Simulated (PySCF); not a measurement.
Gas-phase reaction: Sn2O2 + 2 O + 2 H2 = 2 Sn(OH)2

Energies from PySCF (xtb for GFN2), thermal terms from the rigid-rotor harmonic-oscillator model, ideal gas at 1 bar. † marks an energy on the PBE0/def2-TZVP geometry and frequencies; other levels use their own. MP2 freezes the core. Open shells (unrestricted): O (multiplicity 3); the rest are closed-shell singlets. GFN2 has no spin-polarisation term. Spin-orbit splitting is ignored; it lowers the true energy and changes the entropy of O. Sn: scalar-relativistic def2 core potential, no spin-orbit coupling. Sn2O2, Sn(OH)2: computed as isolated molecules; such fragments, hydroxides, amides, oligomers or adducts are transient or little studied in the gas. MP2 isn't extrapolated to the basis-set limit.

| level | ΔH°(298 K), kJ |
|---|---|
| BLYP/def2-TZVP† | -1012 |
| GFN2-xTB | -1830 |
| M06-2X/def2-TZVP† | -1020 |
| MP2/def2-SVP† | ___ |
| PBE/def2-SVP | -1050 |
| r2SCAN/def2-TZVP† | ___ |
| LDA/def2-TZVP† | -1270 |
| ωB97M-V/def2-TZVP† | ___ |
| ωB97X-V/def2-TZVP† | ___ |

Q: Fill in the missing entries.

A: 
- MP2/def2-SVP†, ΔH°(298 K), kJ: -944
- r2SCAN/def2-TZVP†, ΔH°(298 K), kJ: -1003
- ωB97M-V/def2-TZVP†, ΔH°(298 K), kJ: -1013
- ωB97X-V/def2-TZVP†, ΔH°(298 K), kJ: -1007
